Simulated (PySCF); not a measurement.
1,2-difluorocyclopenta-1,3-diene (C₅H₄F₂), SMILES C1(=C(F)CC=C1)F. Atoms are numbered in the order given.

```xyz
11

F      1.4429    -1.4835     0.0000
C      0.6760    -0.3959     0.0000
C     -0.6729    -0.3461     0.0000
F     -1.5276    -1.3659     0.0000
C     -1.1190     1.0825     0.0000
C      0.1852     1.8416     0.0000
C      1.2144     0.9662     0.0000
H     -1.7367     1.3177     0.8862
H     -1.7367     1.3177    -0.8862
H      0.2519     2.9290     0.0000
H      2.2815     1.1906     0.0000
```

The structure is a stationary point at B3LYP-D3(BJ)/def2-SVP. One conformer was computed; it need not be the lowest.

Calculation: TDA-PBE/def2-SVPD (PySCF).

Vertical excitations.  State labels are in the subgroup Cs.

Task: List the lowest excited states. (The exact figures need the calculation; the answer reports its results.)

Result: 
```
state  symmetry  energy (eV)  λ (nm)      f                          main pairs
-----  --------  -----------  ------  -----  ----------------------------------
S1           A'         4.91     252  0.101                      HOMO→LUMO 87 %
S2           A"         5.44     228  0.005                    HOMO→LUMO+1 99 %
S3           A"         5.66     219  0.008                    HOMO→LUMO+2 99 %
S4           A"         6.24     199  0.002                   HOMO→LUMO+4 100 %
S5           A'         6.26     198  0.022  HOMO−1→LUMO 51 %, HOMO→LUMO+3 40 %
S6           A"         6.60     188  0.001                    HOMO−2→LUMO 99 %
S7           A"         7.03     176  0.001                   HOMO→LUMO+5 100 %
S8           A"         7.27     170  0.000                   HOMO→LUMO+6 100 %
S9           A'         7.49     165  0.088                    HOMO→LUMO+7 93 %
S10          A"         7.51     165  0.003                  HOMO−1→LUMO+1 96 %
T1           A'         2.97     417      0                      HOMO→LUMO 98 %
T2           A'         5.01     248      0  HOMO−1→LUMO 70 %, HOMO→LUMO+3 29 %
T3           A"         5.15     241      0                   HOMO→LUMO+1 100 %
T4           A"         5.60     221      0                   HOMO→LUMO+2 100 %
```
Triplets are in the Tamm–Dancoff approximation.
